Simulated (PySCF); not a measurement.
Species: BEt2(SMe), C₅H₁₃BS.
Cartesian coordinates in Å at the PBE0-D3(BJ)/def2-SVP level; atoms count from 1:
```
atom  x, y, z in Å
B1    -0.1175    0.3377    0.1823
C2     1.3833   -0.0253    0.5183
C3     1.9942   -0.8726   -0.6045
H4     1.4781   -0.5634    1.4759
H5     1.9680    0.9047    0.6254
H6     3.0443   -1.1325   -0.3971
H7     1.4444   -1.8161   -0.7497
H8     1.9742   -0.3388   -1.5679
C9    -0.4606    1.6524   -0.6182
C10   -1.8854    1.8743   -1.1070
H11    0.2582    1.7224   -1.4572
H12   -0.1516    2.4798    0.0526
H13   -2.0007    2.8386   -1.6252
H14   -2.1972    1.0830   -1.8070
H15   -2.6029    1.8605   -0.2713
S16   -1.4972   -0.7173    0.6228
C17   -0.7872   -2.0988    1.5604
H18   -0.0214   -2.6267    0.9770
H19   -1.6058   -2.7961    1.7812
H20   -0.3548   -1.7517    2.5086
```

Computed at PBE0/pcSseg-1 (PySCF, non-relativistic), with Q(11B) = 0.04059 b, Q(33S) = −0.0678 b: B1, 11B (I = 3/2): χzz = 4.404 MHz, η = 0.449; S16, 33S (I = 3/2): χzz = -32.49 MHz, η = 0.281.

Where would the pure quadrupole (NQR) lines of 11B at B1 fall for the rigid, isolated species?

From ν = (|χ|/2)√(1 + η²/3): ν = 2.275 MHz (boron bonded to 2 C and S).

Where would the pure quadrupole (NQR) lines of 33S at S16 fall for the rigid, isolated species?

From ν = (|χ|/2)√(1 + η²/3): ν = 16.46 MHz (sulfur bonded to B and C).

In a crystal, neighbours and librations shift these lines. A larger basis could move these couplings by a tenth or more.

One conformer stands for the species.
